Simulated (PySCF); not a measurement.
## Telling isomers of C8H12Si apart by NMR

Method: shieldings: GIAO PBE0/pcSseg-1, GFN2-xTB structure, in PySCF 2.14 (fast rotation and ring inversion assumed for equivalent nuclei, relativity neglected, a single conformation, no solvent).

References, each an isolated molecule treated in the same way: ¹H and ¹³C vs TMS. Where no couplings were computed, multiplicities follow the n + 1 count of equivalent neighbours, and m marks all less simple cases (inequivalent or close neighbours, rings, F or P nearby). Shifts are as computed. Against solution values, carbons near 30 ppm lie about +3 ppm off and those near 130 ppm about +5 ppm. Of 1309 compounds with measured shifts, 239 miss one by over three times the rms of a fit or turn the order of signals round; such compounds aren't used in these exercises.

(1) Tabulate the signals of `C=C=C(C#C[SiH2]C)CC`, `CC(C)C#CC1=CC[SiH2]1` and their relative energies.

(2) What is the quickest way to tell C=C=C(C#C[SiH2]C)CC from CC(C)C#CC1=CC[SiH2]1?

## Answers

(1) 
```tsv
SMILES	carbon types	δC	δH	E rel. (kcal/mol)
C=C=C(C#C[SiH2]C)CC	4×C 2×CH2 2×CH3	229.5, 109.3, 101.4, 96.4, 79.6, 33.6, 16.7, -4.8	5.17 (s, 2H), 4.59 (q, 2H), 2.18 (m, 2H), 1.25 (t, 3H), 0.29 (t, 3H)	5.2
CC(C)C#CC1=CC[SiH2]1	3×C 2×CH 1×CH2 2×CH3	163.7, 135.8, 108.1, 85.2, 25.5, 24.6, 18.5	7.15 (t, 1H), 5.01 (m, 2H), 2.74 (sept, 1H), 1.89 (m, 2H), 1.22 (d, 6H)	0.0
```

Energies are electronic energies at PBE0/pcSseg-1 on these geometries, without zero-point or thermal terms, each for the one conformer computed, which needn't be the lowest.

(2) Count the carbon signals: 8 against 7. The first has a central carbon of an allene (C) at 229.5 ppm, the second an alkene CH at 163.7 ppm. In the proton spectra the most deshielded non-exchanging signals are 5.17 (s, 2H) and 7.15 (t, 1H).
